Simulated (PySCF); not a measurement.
Radial density of Ga(2+) (gallium, charge +2)

UHF, [Ar] 3d9 4s1 4p1, one real determinant (an excited configuration). Calculation: PySCF 2.14, in def2-QZVPPD; the non-relativistic Hamiltonian (point nucleus).

```json
{"r (bohr)": "0.000837", "4πr²ρ (e/bohr)": "0.1707", "4πr²(ρα − ρβ)": "0.0001"}
{"r (bohr)": "0.00141", "4πr²ρ (e/bohr)": "0.4661", "4πr²(ρα − ρβ)": "0.0003"}
{"r (bohr)": "0.00237", "4πr²ρ (e/bohr)": "1.243", "4πr²(ρα − ρβ)": "0.0008"}
{"r (bohr)": "0.00399", "4πr²ρ (e/bohr)": "3.180", "4πr²(ρα − ρβ)": "0.0019"}
{"r (bohr)": "0.00670", "4πr²ρ (e/bohr)": "7.605", "4πr²(ρα − ρβ)": "0.0046"}
{"r (bohr)": "0.0113", "4πr²ρ (e/bohr)": "16.23", "4πr²(ρα − ρβ)": "0.0096"}
{"r (bohr)": "0.0190", "4πr²ρ (e/bohr)": "28.65", "4πr²(ρα − ρβ)": "0.0161"}
{"r (bohr)": "0.0319", "4πr²ρ (e/bohr)": "37.39", "4πr²(ρα − ρβ)": "0.0186"}
{"r (bohr)": "0.0537", "4πr²ρ (e/bohr)": "33.33", "4πr²(ρα − ρβ)": "0.0178"}
{"r (bohr)": "0.0903", "4πr²ρ (e/bohr)": "32.15", "4πr²(ρα − ρβ)": "0.0606"}
{"r (bohr)": "0.152", "4πr²ρ (e/bohr)": "43.65", "4πr²(ρα − ρβ)": "0.1873"}
{"r (bohr)": "0.255", "4πr²ρ (e/bohr)": "27.81", "4πr²(ρα − ρβ)": "0.5309"}
{"r (bohr)": "0.430", "4πr²ρ (e/bohr)": "23.56", "4πr²(ρα − ρβ)": "1.4358"}
{"r (bohr)": "0.722", "4πr²ρ (e/bohr)": "21.41", "4πr²(ρα − ρβ)": "1.1248"}
{"r (bohr)": "1.22", "4πr²ρ (e/bohr)": "5.051", "4πr²(ρα − ρβ)": "0.7900"}
{"r (bohr)": "2.04", "4πr²ρ (e/bohr)": "1.355", "4πr²(ρα − ρβ)": "1.1481"}
{"r (bohr)": "3.44", "4πr²ρ (e/bohr)": "0.2441", "4πr²(ρα − ρβ)": "0.2425"}
{"r (bohr)": "5.78", "4πr²ρ (e/bohr)": "0.003682", "4πr²(ρα − ρβ)": "0.0037"}
```

⟨L²⟩ = 8.04 against 12 for a pure F term, so this real determinant mixes terms.
